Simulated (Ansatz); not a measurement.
**Worked example: SiHCl3 + NbCl4 → SiHCl2 + NbCl5**

Gas-phase species: SiHCl3 `Cl[SiH](Cl)Cl`, singlet; NbCl4 `[Cl][Nb]([Cl])([Cl])[Cl]`, doublet; SiHCl2 `Cl[SiH]Cl`, doublet; NbCl5 (niobium pentachloride) `[Cl][Nb]([Cl])([Cl])([Cl])[Cl]`, singlet. A radical takes Cl: the energy is the difference in strength between the Si–Cl bond broken and the Nb–Cl bond made.

Shapes, held fixed at every level: PBE0-D4/def2-TZVP. Programs: Ansatz 0.2.0. The zero-point and thermal change to 298 K, harmonic and unscaled (PBE0-D4/def2-TZVP), is -2.8 kJ/mol.

At CCSD(T)/def2-TZVPP; 1 Eh = 2625.50 kJ/mol:

```
species   energy (Eh)
 SiHCl3  -1668.992071
  NbCl4  -1895.966332
 SiHCl2  -1209.153453
  NbCl5  -2355.735747
```

Problem. Work out ΔH(298 K) of the reaction at this level.

Solution. 
1. Products less reactants: (-1209.153453) + (-2355.735747) − [(-1668.992071) + (-1895.966332)] = 0.069203 Eh = +181.7 kJ/mol.
2. With the thermal change: +181.7 + (-2.8) = +178.9 kJ/mol.

Other levels give +163.0 (B2PLYP/def2-TZVPP) to +215.7 kJ/mol (BHLYP-D4/def2-TZVPP). No measured value is set beside it here. Open shells run unrestricted. For atoms past krypton def2 sets carry core potentials with scalar relativity. Outer-core shells of Nb are correlated, in sets that cover them unevenly.
